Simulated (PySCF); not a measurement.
Gas-phase equilibrium of 1 mol GeF4, 0.5 mol H2 at 800 K and 0.00133 bar, among 16 species (GeH4, Ge2H6, F2, GeF2, GeF3, F, H, GeH3F, GeHF3, HF, H2, Ge3H8, GeH3, GeH2F2, GeH2, GeF4). Only gases are allowed; each row takes one source of thermochemistry for all species, and Cantera finds the minimum.

Method: PySCF energies plus ideal-gas RRHO corrections (1 bar). † marks an energy on the PBE0/def2-TZVP geometry and frequencies; other levels use their own. CCSD(T) freezes the core. Open shells (unrestricted) among the columns below: GeF3 (multiplicity 2); the rest are closed-shell singlets. B3LYP is the form with VWN-RPA correlation. Ge: all electrons, no relativistic terms. GeF3, GeHF3: computed as isolated molecules; such fragments, hydroxides, amides, oligomers or adducts are transient or little studied in the gas. CCSD(T) isn't extrapolated to the basis-set limit. The harmonic model lacks anharmonicity and excited electronic states, which grow with temperature; levels with a mode under 35 cm⁻¹ are left out.

Molecules larger than those listed are left out, and so are free Ge atoms, whose spin-orbit terms are large. Also missing: (HF)n, which can matter at low temperature or high pressure. Table species left out: H2F2, H3F3, H4F4.

With B3LYP/def2-TZVP† thermochemistry: HF 0.50, GeF4 0.25, GeF2 0.25, H2 6.2e-6, GeHF3 4.6e-7, GeF3 6.6e-8.

Problem. How far does the composition move with the other sources (BLYP/def2-TZVP†, CCSD(T)/def2-SVP†, PBE/def2-SVP, PBE/def2-TZVP†, PBE0/def2-SVP†)?

Solution. 
| thermochemistry | x HF | x GeF4 | x GeF2 | x H2 | x GeHF3 | x GeF3 |
|---|---|---|---|---|---|---|
| B3LYP/def2-TZVP† | 0.50 | 0.25 | 0.25 | 6.2e-6 | 4.6e-7 | 6.6e-8 |
| BLYP/def2-TZVP† | 0.50 | 0.25 | 0.25 | 3.8e-7 | 2.0e-8 | 1.3e-7 |
| CCSD(T)/def2-SVP† | 0.49 | 0.26 | 0.25 | 0.0044 | 0.00018 | 2.1e-8 |
| PBE/def2-SVP | 0.50 | 0.25 | 0.25 | 0.0022 | 3.0e-5 | 2.3e-7 |
| PBE/def2-TZVP† | 0.50 | 0.25 | 0.25 | 6.2e-6 | 5.8e-7 | 2.2e-7 |
| PBE0/def2-SVP† | 0.50 | 0.25 | 0.25 | 0.0010 | 0.00012 | 1.2e-7 |
The most sensitive of these is H2: it spans a factor of 10^4.1 over these rows; at this temperature one factor of ten is RT ln 10 = 15 kJ/mol.
